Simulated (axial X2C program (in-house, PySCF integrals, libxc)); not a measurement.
# GeTe⁻: from Re and ωe to a spectrum

A bond curve at the M06 level, two-component, was computed with an axial X2C code built on PySCF integrals (basis Te dyall-acv3z [12s13p9d5f1g], Ge dyall-acv3z [10s10p8d5f1g] (cores contracted in-house)) for the state Ω = 1/2 (⟨Sz⟩ = -0.50, ⟨Lz⟩ = 1.00 at M06). Its fit gives Re = 2.4810 Å, ωe = 258.3 cm⁻¹, ωexe = 0.544 cm⁻¹ and αe = 1.729e-04 cm⁻¹; the masses are 129.9062 and 73.9212 u. Two-component means X2C with spin–orbit coupling and atomic mean-field Coulomb and Gaunt terms.

(1) Find the reduced mass, Be and the force constant.

(2) Estimate the centrifugal constant by the Kratzer relation.

(3) A Morse curve ties αe to the other constants (Pekeris). How well does that hold?

(4) Where do the fundamental and the first overtone lie?

Occupations by symmetry block were frozen at the best pattern of an incomplete PBE0 search. Density functionals use the spin component along the axis (collinear). Without a current term, density functionals place determinants with orbital angular momentum somewhat too high. The highest occupied level of some functionals is positive through self-interaction error; at Hartree–Fock it is bound.

## Answers

(1) From the M06 values: μ = 47.1125 u. Be = 16.8576/(μ Re²) = 0.05813 cm⁻¹. k = 5.8918×10⁻⁷ μ ωe² = 1.85 mdyn/Å.

(2) D = 4Be³/ωe² = 1.18e-08 cm⁻¹.

(3) αe(Morse) = 6Be²/ωe × (√(ωexe/Be) − 1) = 1.616e-04 cm⁻¹; the M06 curve gives 1.729e-04 cm⁻¹, a ratio of 0.93.

(4) ν(1←0) = ωe − 2ωexe = 257.2 cm⁻¹; ν(2←0) = 2ωe − 6ωexe = 513.3 cm⁻¹.
